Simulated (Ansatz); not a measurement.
The same path of C₂H₅NSi (9 atoms, charge 0, multiplicity 1) was run 3 times with different band settings. Lost on the way: C1–H6. Made: Si2–H6.

Theory: Ansatz, UKS B3LYP/cc-pVDZ.

Relaxed end points:

```xyz
9
Properties=species:S:1:pos:R:3
C -1.256 0.724 -0.552
Si 0.012 -0.697 -0.797
C 1.037 -0.773 0.710
N 1.550 -1.255 1.700
H -1.802 0.591 0.395
H -1.995 0.679 -1.368
H -0.790 1.721 -0.562
H 1.048 -0.279 -1.809
H 2.196 -0.710 2.283
```

```xyz
9
Properties=species:S:1:pos:R:3
C -1.099 1.243 -0.336
Si -0.246 -0.230 -0.902
C 0.926 -0.898 0.523
N 1.307 -0.700 1.662
H -1.942 1.157 0.361
H -1.104 -1.427 -1.146
H -0.567 2.200 -0.282
H 0.738 -0.030 -2.006
H 1.989 -1.314 2.125
```

Common settings: optimiser quadratic models (default); start path through a guess of the saddle point; force threshold 0.05 eV/Å; iteration limit 60; end points relaxed.

| run | movable images | climbing image | spring |
| --- | --- | --- | --- |
| 1 | 5 | yes | 5.0 eV/Å² |
| 2 | 5 | yes | 50.0 eV/Å² |
| 3 | 1 | no | 5.0 eV/Å² |

Task: What does each run give, and how far can it be trusted?

Result: Run 1: converged after 13 iterations, highest image 2.867 eV above the first end. Neighbouring images differ by up to 2.4 eV, so the band resolves the path poorly. A vibrational analysis at the climbing image gives one clearly imaginary mode, 1559i cm⁻¹: a first-order saddle point.
Run 2: converged after 14 iterations, highest image 2.867 eV above the first end. Neighbouring images differ by up to 2.4 eV, so the band resolves the path poorly. Another band between the same ends (5 images) ends at a top of the same energy, where a vibrational analysis finds 1 clearly imaginary mode.
Run 3: converged after 11 iterations, highest image 2.716 eV above the first end. Neighbouring images differ by up to 2.7 eV, so the band resolves the path poorly. No image climbed, so the highest image needn't sit at the top of the path. So few images can step over the top or miss a turn of the path.
